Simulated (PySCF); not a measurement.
HCl₃HfO, charge +1, doublet, at the geometry of the source list (the multiplicity is a formal guess) (core potentials on Hf). Base run: HF/def2-SVP in PySCF.

Input for PySCF:
```python
from pyscf import gto, scf

mol = gto.Mole()
mol.atom = '''
    Hf    0.354600    0.042300   -0.046000
    Cl    2.297800    0.911500   -0.760000
    Cl    0.776000   -0.742900    2.010200
    Cl   -0.064400   -1.780100   -1.287900
    O    -1.233800    0.953300   -0.004900
    H    -2.130200    0.615800    0.088600
'''
mol.basis = 'def2-svp'
mol.ecp = {'Hf': 'def2-svp'}
mol.charge = 1
mol.spin = 1
mol.verbose = 4
mol.build()

mf = scf.UHF(mol)
mf.kernel()
```

The base run was repeated with changes; each row names its change, and settings that it needs were set with it.

```csv
change,ΔE vs base (mEh),fitting functions,outcome
base,0.000,-,converged
auxbasis = even-tempered beta=3.0,-8.599,589,converged
auxbasis = default (with mf = mf.density_fit()),0.142,706,converged
auxbasis = even-tempered beta=1.6,0.027,1274,converged
only_dfj = on; auxbasis = def2-universal-jfit,-0.366,302,converged
"exchange = seminumerical (SGX) (with mf = sgx.sgx_fit(mf, auxbasis='def2-universal-jfit'); with mf.with_df.dfj = True)",-0.248,302,converged
auxbasis = cc-pvtz-ri,-,-,input refused
auxbasis = def2-universal-jfit,6079.4,302,converged
auxbasis = cc-pvqz-jkfit,-,-,input refused
auxbasis = even-tempered beta=2.0,-0.054,873,converged
```

A fitting set is made for a task (jfit for Coulomb, jkfit for Coulomb and exchange, ri for correlation) and for a family of orbital bases.

Open shells are given as the SCF converged; they aren't shown to be the lowest states, and a large step between rows can be another state.

- auxbasis = cc-pvtz-ri: ended with `pyscf.lib.exceptions.BasisNotFoundError: Basis set not found for Hf in cc-pvtz-ri`
- auxbasis = cc-pvqz-jkfit: ended with `pyscf.lib.exceptions.BasisNotFoundError: Basis set not found for Hf in cc-pvqz-jkfit`
